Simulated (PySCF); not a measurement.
**C₆ coefficients of unlike pairs at UHF**

Calculated with PySCF 2.14 from the dipole response of each species, C₆(A,B) = (3/π) ∫ α_A(iu) α_B(iu) du, in atomic units, from isotropic polarisabilities. For ions this is the dispersion term alone; charge-induced terms of lower order in 1/R come first.

```csv
species,configuration,basis,relativity,α (bohr³),C₆ (like pair)
Ne(3+),[He] 2s2 2p3 (4S),def2-TZVPPD (6s4p3d1f),none,0.7071,0.6035
Xe(2+),[Kr] 4d10 5s2 5p4 (3P),"x2c-TZVPPall with one added diffuse shell each of s, p, d, f type (9s7p5d3f)",spin-free X2C,12.83,92.67
Kr+,[Ar] 3d10 4s2 4p5 (2P),aug-cc-pwCVTZ-PP with ECP10MDF (8s7p6d4f1g),core potential,10.59,65.38
Ru,[Kr] 4d7 5s1 (5F),def2-QZVPPD with the def2 core potential (28 electrons) (7s5p4d4f2g),core potential,92.09,880.7
```

(1) Estimate C₆ for Xe(2+) with Ne(3+).

No spin-orbit coupling is included.

The other pairs:

```
       pair     C₆
    Ru, Kr+  195.2
 Ru, Xe(2+)  234.1
Kr+, Xe(2+)  77.79
Kr+, Ne(3+)  5.786
 Ru, Ne(3+)  15.15
```

## Answers

(1) The integral gives 6.921. The combination rule 2 C_A C_B / (C_A α_B/α_A + C_B α_A/α_B) gives 6.965 and the geometric mean 7.478.
